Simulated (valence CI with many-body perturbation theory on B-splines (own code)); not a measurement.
# Level structure of Yb⁵⁷⁺

Computed by valence CI with perturbative core correlation (CI+MBPT): three valence electrons over a frozen Dirac-Fock core [Ne], a basis of 11 s, 11 p, 10 d, 8 f, 5 g, 2 h functions for each j, with the one-electron correlation potential Σ1, the two-electron term Σ2, the three-electron term Σ3, Breit, model QED; selected CI, second order for the rest, scaled by the run's own slope (own B-spline code, finite nucleus).

The last digits are not significant, and no measured levels were compared; by estimate large intervals hold to a few tenths of a per cent, small ones and those within an open d or f shell to about a per cent.

Levels 136 to 157 of 157, with energies above the lowest level, (3s^2 3p1/2) J=1/2. "Leading %" is the weight of the configuration and term that name the level; weights of strongly mixed levels are sums over their largest components and can fall short, so below about 35 % the name and the second component can differ from the true leading terms, or belong to a minority configuration. In the jj column 3d3/2^4 stands for four electrons in 3d with j = 3/2. Lifetimes count E1, E2, E3, M1 and M2 decay at the calculated energies, and are blank where another channel may lead or the interval is too uncertain; long ones can be off by a factor of two.

```
No.  Configuration  Term     J  E (× 10³ cm⁻¹)  Leading %  Lifetime  Second component      g              Leading jj
136            3d³    ²D   5/2           14876         40    416 fs       37 % 3d³ ⁴P  1.258    3d3/2^2 3d5/2 (94 %)
137            3d³    ⁴F   7/2           15092         64    676 fs       33 % 3d³ ²G  1.108    3d3/2 3d5/2^2 (98 %)
138            3d³    ⁴F   9/2           15122         51    744 fs       41 % 3d³ ²H  1.131    3d3/2 3d5/2^2 (98 %)
139            3d³    ⁴P   3/2           15184         41    637 fs       38 % 3d³ ²D  1.115    3d3/2 3d5/2^2 (99 %)
140            3d³    ²H  11/2           15193        100    877 fs                    1.080   3d3/2 3d5/2^2 (100 %)
141            3d³    ²P   1/2           15211         59    609 fs       41 % 3d³ ⁴P  1.481    3d3/2 3d5/2^2 (99 %)
142            3d³    ²D   5/2           15220         42    595 fs       35 % 3d³ ⁴P  1.271    3d3/2 3d5/2^2 (94 %)
143            3d³    ²F   5/2           15287         42    692 fs       42 % 3d³ ²D  1.095    3d3/2 3d5/2^2 (97 %)
144            3d³    ²F   7/2           15290         80    719 fs       18 % 3d³ ²G  1.089    3d3/2 3d5/2^2 (98 %)
145            3d³    ²D   3/2           15470         75    666 fs       19 % 3d³ ²P  0.901    3d3/2 3d5/2^2 (93 %)
146            3d³    ²G   9/2           15635         51   1.68 ps       36 % 3d³ ⁴F  1.155          3d5/2^3 (98 %)
147            3d³    ²D   3/2           15772         46   1.33 ps       38 % 3d³ ²P  1.112          3d5/2^3 (94 %)
148            3d³    ²D   5/2           15860         61   1.29 ps       22 % 3d³ ²F  1.160          3d5/2^3 (96 %)
149          3s²4s    ²S   1/2           21140         99   20.9 fs                    1.994          3s^2 4s (99 %)
150          3s²4p   ²P°   1/2           21694         98   83.1 fs                    0.664       3s^2 4p1/2 (98 %)
151         3s3p4s   ⁴P°   1/2           22190         85   25.2 fs   14 % 3s3p4s ²P°  2.371      3s 3p1/2 4s (99 %)
152         3s3p4s   ⁴P°   3/2           22275         58   23.6 fs   37 % 3s3p4s ²P°  1.553      3s 3p1/2 4s (94 %)
153         3s3p4s   ²P°   1/2           22376         94   27.9 fs    6 % 3s3p4s ⁴P°  0.759      3s 3p1/2 4s (99 %)
154          3s²4p   ²P°   3/2           22623         94   98.0 fs    4 % 3s3p4s ⁴P°  1.344       3s^2 4p3/2 (94 %)
155         3s3p4p    ⁴D   1/2           22703         71   38.7 fs    20 % 3s3p4p ²P  0.286  3s 3p1/2 4p1/2 (100 %)
156         3s3p4p    ⁴D   3/2           22798         40   19.1 fs    31 % 3s3p4p ²D  1.116   3s 3p1/2 4p1/2 (97 %)
157         3s3p4p    ⁴P   1/2           22917         48   37.4 fs    29 % 3s3p4p ²S  1.976   3s 3p1/2 4p1/2 (99 %)
```
